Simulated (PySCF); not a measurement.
Species: C7H4BrO2 (charge -1).
Z-matrix (Å and degrees, PBE0-D3(BJ)/def2-SVP geometry), rows numbered from 1:
```
O 
C   1  1.2445
O   2  1.2446  1  130.59
C   2  1.5516  1  114.75  3  -179.99
C   4  1.3964  2  120.49  1  -178.82
C   5  1.3940  4  121.24  2   179.62
C   6  1.3943  5  118.65  4     0.12
Br  7  1.9067  6  119.29  5  -179.95
C   7  1.3940  6  121.47  5     0.02
C   9  1.3944  7  118.69  6    -0.14
H   5  1.0938  4  116.30  2    -0.29
H   6  1.0926  5  121.36  4  -179.82
H   9  1.0926  7  119.98  6   179.97
H  10  1.0937  4  116.41  2     0.21
```

Computed with PySCF, PBE0-D3(BJ)/def2-SVP geometry optimisation, gas phase.

Masses are those of the commonest isotopes; rigid-rotor values at the optimised geometry. 

Give the principal moments of inertia and the rotational constants in cm⁻¹.

Ia = 129.46, Ib = 1357.78, Ic = 1487.22 u·Å²; 505379 MHz·u·Å²/I gives 3904, 372.2 and 339.8 MHz, that is A = 0.13021, B = 0.01242, C = 0.01133 cm⁻¹.

Classify the top.

A near-prolate asymmetric top: κ = (2 × 372.2 − 3904 − 339.8)/(3904 − 339.8) = -0.98.

Is it planar, by Δ = Ic − Ia − Ib?

Planar: Δ = Ic − Ia − Ib = -0.02 u·Å². For a rigid frame Δ = −2 Σ m c², so it vanishes when all atoms lie in the ab plane; here none is more than 0.02 Å from it.

Which lines would a microwave search look for?

The dipole components (about the centre of mass, as the species is charged) are |μa| = 13.75 D, |μb| = 0.00 D, |μc| = 0.00 D; the symmetry axis of this C2v structure is a, so μb and μc vanish by symmetry and there are no b-type or c-type lines. Some lines, for components of 0.1 D or more:

```json
{"type": "a", "branch": "Q", "J(Ka,Kc)": "4(1,3) ← 4(1,4)", "MHz": "324", "lower level (cm⁻¹)": "0.350"}
{"type": "a", "branch": "R", "J(Ka,Kc)": "1(0,1) ← 0(0,0)", "MHz": "712", "lower level (cm⁻¹)": "0.000"}
{"type": "a", "branch": "R", "J(Ka,Kc)": "2(1,2) ← 1(1,1)", "MHz": "1392", "lower level (cm⁻¹)": "0.142"}
{"type": "a", "branch": "R", "J(Ka,Kc)": "2(0,2) ← 1(0,1)", "MHz": "1424", "lower level (cm⁻¹)": "0.024"}
{"type": "a", "branch": "R", "J(Ka,Kc)": "2(1,1) ← 1(1,0)", "MHz": "1456", "lower level (cm⁻¹)": "0.143"}
{"type": "a", "branch": "R", "J(Ka,Kc)": "3(1,3) ← 2(1,2)", "MHz": "2087", "lower level (cm⁻¹)": "0.188"}
{"type": "a", "branch": "R", "J(Ka,Kc)": "3(0,3) ← 2(0,2)", "MHz": "2135", "lower level (cm⁻¹)": "0.071"}
{"type": "a", "branch": "R", "J(Ka,Kc)": "3(2,2) ← 2(2,1)", "MHz": "2136", "lower level (cm⁻¹)": "0.545"}
{"type": "a", "branch": "R", "J(Ka,Kc)": "3(2,1) ← 2(2,0)", "MHz": "2137", "lower level (cm⁻¹)": "0.545"}
{"type": "a", "branch": "R", "J(Ka,Kc)": "3(1,2) ← 2(1,1)", "MHz": "2185", "lower level (cm⁻¹)": "0.191"}
{"type": "a", "branch": "R", "J(Ka,Kc)": "4(1,4) ← 3(1,3)", "MHz": "2783", "lower level (cm⁻¹)": "0.258"}
{"type": "a", "branch": "R", "J(Ka,Kc)": "4(0,4) ← 3(0,3)", "MHz": "2846", "lower level (cm⁻¹)": "0.142"}
{"type": "a", "branch": "R", "J(Ka,Kc)": "4(2,3) ← 3(2,2)", "MHz": "2848", "lower level (cm⁻¹)": "0.616"}
{"type": "a", "branch": "R", "J(Ka,Kc)": "4(3,2) ← 3(3,1)", "MHz": "2849", "lower level (cm⁻¹)": "1.208"}
{"type": "a", "branch": "R", "J(Ka,Kc)": "4(3,1) ← 3(3,0)", "MHz": "2849", "lower level (cm⁻¹)": "1.208"}
{"type": "a", "branch": "R", "J(Ka,Kc)": "4(2,2) ← 3(2,1)", "MHz": "2850", "lower level (cm⁻¹)": "0.616"}
{"type": "a", "branch": "R", "J(Ka,Kc)": "4(1,3) ← 3(1,2)", "MHz": "2912", "lower level (cm⁻¹)": "0.264"}
```

Estimate the classical rotational partition function at 25 K, 200 K and 500 K.

Point group C2v, symmetry number σ = 2; q = (√π/σ)·√((kT/h)³/(ABC)), k/h = 20836.6 MHz/K: 15000 at 25 K, 339000 at 200 K, 1340000 at 500 K.

No PBE0-D3(BJ)/def2-SVP frequencies stand behind this structure, so it isn't proved a minimum. These are rigid-rotor constants of the computed structure; measured ground-state constants (B0) also hold zero-point vibration. Quadrupole hyperfine structure (79Br) is left out.

The run took 5.3 min wall, 4.6 min CPU on one thread of an Intel Xeon at 2.50 GHz, shared host with 64 logical CPUs at a one-minute load of 58, and the process peaked at 0.80 GiB of memory. These figures are those of the optimisation.
